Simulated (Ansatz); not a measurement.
A nudged elastic band was laid between two geometries of BrClH$_{4}$MgSi (8 atoms, charge 0, multiplicity 1).

Theory: RKS B3LYP-D4/def2-SVP in Ansatz.

- movable images: 5
- climbing image: yes
- spring: 5.0 eV/Å²
- optimiser: quadratic models (default)
- start path: through a guess of the saddle point
- force threshold: 0.05 eV/Å
- iteration limit: 60
- end points: relaxed

First end point:

```xyz
8
Properties=species:S:1:pos:R:3
Mg -0.580 -1.305 -0.522
Si 1.099 0.024 0.897
Cl -1.790 -2.848 -1.565
H -1.105 1.940 -0.866
Br -2.000 1.056 -1.553
H 2.546 -0.309 0.684
H 0.971 1.488 0.547
H 0.859 -0.046 2.377
```

Last end point:

```xyz
8
Properties=species:S:1:pos:R:3
Mg -1.499 -0.557 -1.198
Si 1.026 0.366 0.814
Cl -0.671 -2.503 -0.545
H -0.066 0.652 -0.194
Br -2.816 1.119 -2.197
H 2.062 -0.460 0.149
H 1.558 1.701 1.198
H 0.407 -0.320 1.974
```

(1) Which bonds break or form, and what moves?

(2) What energy profile does the band end with?

(3) What is the geometry of the highest image?

(4) What are the harmonic wavenumbers there?

Results:

(1) Bonds broken: H4–Br5. Bonds formed: Si2–H4.

(2) The forces met the threshold. The highest image is number 2 of 0 to 6, 26.6 kJ/mol above the first end and 189.8 kJ/mol above the last; the last end lies 163.2 kJ/mol below the first. A vibrational analysis at the climbing image gives one clearly imaginary mode, 410i cm⁻¹: a first-order saddle point. The orbitals stay closed-shell, which can raise the energy where a bond breaks towards radicals; this wasn't checked here.

| image | path coordinate (Å) | energy (kJ/mol) | H4–Br5 (Å) | Si2–H4 (Å) |
| --- | --- | --- | --- | --- |
| 0 | 0.00 | 0.0 | 1.43 | 3.41 |
| 1 | 0.78 | 6.5 | 1.45 | 2.65 |
| 2 | 1.56 | 26.6 | 1.59 | 2.15 |
| 3 | 2.33 | -73.7 | 2.26 | 1.60 |
| 4 | 3.10 | -150.9 | 2.89 | 1.50 |
| 5 | 3.86 | -160.5 | 3.27 | 1.50 |
| 6 | 4.63 | -163.2 | 3.43 | 1.51 |

(3) 
```xyz
8
Properties=species:S:1:pos:R:3
Mg -0.850 -1.056 -0.708
Si 0.930 0.292 0.769
Cl -1.600 -3.022 -1.373
H -0.622 1.010 -0.526
Br -1.843 1.336 -1.486
H 2.260 -0.306 0.428
H 1.107 1.778 0.700
H 0.619 -0.032 2.197
```

(4) 410i, 60, 69, 104, 131, 232, 295, 306, 487, 592, 620, 875, 926, 943, 1308, 2180, 2186, 2194 cm⁻¹.

The run took 2.5 min on 2 threads of Arm Neoverse V1 (shared host), peak memory 0.25 GiB.
